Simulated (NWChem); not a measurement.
System: C4H4N, doublet; SMILES [c]1cc[nH]c1

All runs: NWChem. Spin-unrestricted. In the optimisation the excess spin sits in a' (Cs, its own frame). Structure relaxed at the B3LYP/6-31G* (spherical d), spin-unrestricted level. No stability test was run on the SCF state. Level: PBE0/def2-SVP with SMD (1 M gas to 1 M solution), gas-phase geometry. Reactions with the solvent are ignored.

Task: What does the run give for solvent toluene? Quantities: solvation free energy (kcal/mol); cavity-dispersion-structure term (kcal/mol); dipole in solution (D).

Result: 
* **solvation free energy (kcal/mol)**: -6.0
* **cavity-dispersion-structure term (kcal/mol)**: -2.0
* **dipole in solution (D)**: 3.16
